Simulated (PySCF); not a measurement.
C4HCl2F, SMILES ClC(=C(C#C)F)Cl.

The structure is a stationary point at PBE0-D3(BJ)/def2-SVP. The structure was generated by enumeration, and PubChem lists no compound with its InChIKey, so it may never have been made.

Two levels are set side by side: TDDFT-PBE/def2-SVPD (PySCF) and TDDFT-M06-2X/def2-SVPD (PySCF). Vertical, same geometry. The lowest singlet is HOMO→LUMO+1 99 % with PBE and HOMO→LUMO+1 60 %, HOMO−1→LUMO 18 % with the other functional; states are paired by order. Differences are taken from unrounded values.

```json
[
 {"quantity": "lowest singlet excitation (eV)", "TDDFT-M06-2X": "4.99", "TDDFT-PBE": "4.54", "TDDFT-PBE minus TDDFT-M06-2X": "-0.45"},
 {"quantity": "lowest triplet excitation (TDA) (eV)", "TDDFT-M06-2X": "3.33", "TDDFT-PBE": "2.99", "TDDFT-PBE minus TDDFT-M06-2X": "-0.34"},
 {"quantity": "first bright state (f over 0.05) (eV)", "TDDFT-M06-2X": "5.33", "TDDFT-PBE": "4.83", "TDDFT-PBE minus TDDFT-M06-2X": "-0.50"},
 {"quantity": "its oscillator strength", "TDDFT-M06-2X": "0.42", "TDDFT-PBE": "0.34", "TDDFT-PBE minus TDDFT-M06-2X": "-0.08"}
]
```

Functionals without exact exchange tend to place singlet excitations lower, as here. Differences between two approximate levels are no errors against the true value.

Rough cost on one machine, each run with all the roots and properties that it gave: TDDFT-M06-2X against TDDFT-PBE about 20 times.
